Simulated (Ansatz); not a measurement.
Cost and result for the atomization energy of CH3BrFSi, SMILES `C[Si](F)Br` radical (7 atoms, 6 bonds).

Total charge 0; spin multiplicity 2. Correlated methods include outer-core shells of Br, which these sets cover unevenly. Scalar relativity is left out up to krypton. All single points use the PBE0-D4/def2-TZVP geometry. Program: Ansatz. All runs use 4 threads of an INTEL XEON PLATINUM 8581C on a shared host. Times are those of one run each, without the atoms' runs, and a repeat can differ threefold. Electronic energies, without spin–orbit coupling; frozen cores. CCSD(T)/CBS adds CCSD(T) − MP2 in def2-TZVPP to the MP2 limit, and its time is that of the two runs behind it. T1 = 0.011; ⟨S²⟩ of the reference is 0.75. With those shells the extrapolation isn't a true limit. B3LYP takes the VWN-RPA correlation (the form of Gaussian; ORCA's B3LYP/G). HSE06 is the plane-wave form, built on full-range PBE exchange.

CCSD(T)/CBS is a level of theory with its own doubt, some kJ/mol a heavy atom from the limit and from the frozen cores, so smaller differences don't rank the functionals.

```tsv
level	functions	wall time
BHLYP-D4/def2-TZVPP	194	2.8 s
HSE06-D4/def2-TZVPP	194	3 s
B3LYP-D4/def2-TZVPP (with forces)	194	3.1 s
r2SCAN-D4/def2-TZVPP (with forces)	194	3.8 s
PBE-QIDH/def2-TZVPP	194	4.1 s
r2SCANh-D4/def2-TZVPP	194	4.2 s
B97M-V/def2-TZVPP	194	5.5 s
ωB97X-V/def2-TZVPP	194	6 s
ωB97M-V/def2-TZVPP (with forces)	194	7.5 s
CCSD(T)/def2-SVP	93	7.5 s
MP2/def2-QZVPP	363	14 s
CCSD(T)/def2-TZVPP	194	2.3 min
CCSD(T)/CBS(def2)	–	2.5 min
```

What atomization energy does each give, and how far from CCSD(T)/CBS? (Estimate.)

The calculation gave: 
```
                             level  atomization (kJ/mol)  difference from CCSD(T)/CBS  per bond
               BHLYP-D4/def2-TZVPP                2415.6                        -80.1     -13.3
               HSE06-D4/def2-TZVPP                2494.6                         -1.1      -0.2
 B3LYP-D4/def2-TZVPP (with forces)                2478.2                        -17.5      -2.9
r2SCAN-D4/def2-TZVPP (with forces)                2516.8                         21.1       3.5
               PBE-QIDH/def2-TZVPP                2481.2                        -14.5      -2.4
             r2SCANh-D4/def2-TZVPP                2500.2                          4.5       0.7
                 B97M-V/def2-TZVPP                2495.3                         -0.4      -0.1
                ωB97X-V/def2-TZVPP                2491.5                         -4.2      -0.7
  ωB97M-V/def2-TZVPP (with forces)                2484.2                        -11.5      -1.9
                  CCSD(T)/def2-SVP                2308.9                       -186.8     -31.1
                    MP2/def2-QZVPP                2528.5                         32.8       5.5
                CCSD(T)/def2-TZVPP                2420.2                        -75.5     -12.6
                 CCSD(T)/CBS(def2)                2495.7                          0.0       0.0
```

From PBE to PBE0 (25 % exact exchange), in def2-TZVPP and without D4, the atomization energy moves by −38.0 kJ/mol: exact exchange takes away binding that semilocal exchange gives to molecules. Leaving LDA and LC-ωPBE aside and taking each functional with its dispersion term where it has one, the values, not all of them listed here, spread over 117.8 kJ/mol, from BHLYP-D4 to PBE-D4. LDA lies +318.7 kJ/mol from PBE without D4, its usual overbinding. The D4 term adds +25.5 kJ/mol with B3LYP and +13.1 kJ/mol with PBE0; it sums over pairs of atoms, weighted by their polarisabilities, and B3LYP, whose exchange is more repulsive, gets the larger term.
